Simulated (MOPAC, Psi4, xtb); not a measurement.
Two rigid molecules brought together: C3H8 ··· H3O+ (SMILES CCC and [OH3+]) (charge +1). Monomers: optimised at B3LYP-D3(BJ) (def2-TZVP), held rigid. Orientation: lowest of the rigid-body minima from ten starts at GFN2-xTB. R is the distance of the centres of mass, along which the second monomer moves.

GFN1-xTB (xtb); PM6, restricted, heats of formation (MOPAC); PBE0-D3(BJ)/def2-TZVP, counterpoise-corrected (Psi4); SAPT0/jun-cc-pVDZ, frozen core (Psi4).

Interaction energies in kJ/mol:

```json
[
 {"R / Å": "2.85", "GFN1-xTB": "6.20", "PM6": "19.12", "PBE0-D3(BJ)/def2-TZVP": "-3.89"},
 {"R / Å": "2.97", "GFN1-xTB": "-12.77", "PM6": "-10.46", "PBE0-D3(BJ)/def2-TZVP": "-26.67"},
 {"R / Å": "3.22", "GFN1-xTB": "-30.32", "PM6": "-33.55", "PBE0-D3(BJ)/def2-TZVP": "-46.01"},
 {"R / Å": "3.41", "GFN1-xTB": "-32.64", "PM6": "-33.47", "PBE0-D3(BJ)/def2-TZVP": "-46.98"},
 {"R / Å": "3.59", "GFN1-xTB": "-30.79", "PM6": "-28.70", "PBE0-D3(BJ)/def2-TZVP": "-43.19"},
 {"R / Å": "3.81", "GFN1-xTB": "-26.28", "PM6": "-22.03", "PBE0-D3(BJ)/def2-TZVP": "-36.40"},
 {"R / Å": "4.15", "GFN1-xTB": "-18.45", "PM6": "-14.16", "PBE0-D3(BJ)/def2-TZVP": "-26.07"},
 {"R / Å": "4.38", "GFN1-xTB": "-13.83", "PM6": "-10.64", "PBE0-D3(BJ)/def2-TZVP": "-20.42"},
 {"R / Å": "4.88", "GFN1-xTB": "-6.96", "PM6": "-6.10", "PBE0-D3(BJ)/def2-TZVP": "-11.99"},
 {"R / Å": "5.59", "GFN1-xTB": "-2.92", "PM6": "-3.29", "PBE0-D3(BJ)/def2-TZVP": "-5.91"},
 {"R / Å": "6.62", "GFN1-xTB": "-1.21", "PM6": "-1.66", "PBE0-D3(BJ)/def2-TZVP": "-2.48"},
 {"R / Å": "7.94", "GFN1-xTB": "-0.50", "PM6": "-0.81", "PBE0-D3(BJ)/def2-TZVP": "-1.01"}
]
```

Q: Estimate the SAPT0/jun-cc-pVDZ values at these points.

A: 2.85: 15.19; 2.97: -8.46; 3.22: -30.05; 3.41: -32.86; 3.59: -30.91; 3.81: -26.43; 4.15: -19.28; 4.38: -15.26; 4.88: -9.14; 5.59: -4.71; 6.62: -2.10; 7.94: -0.89 (kJ/mol).
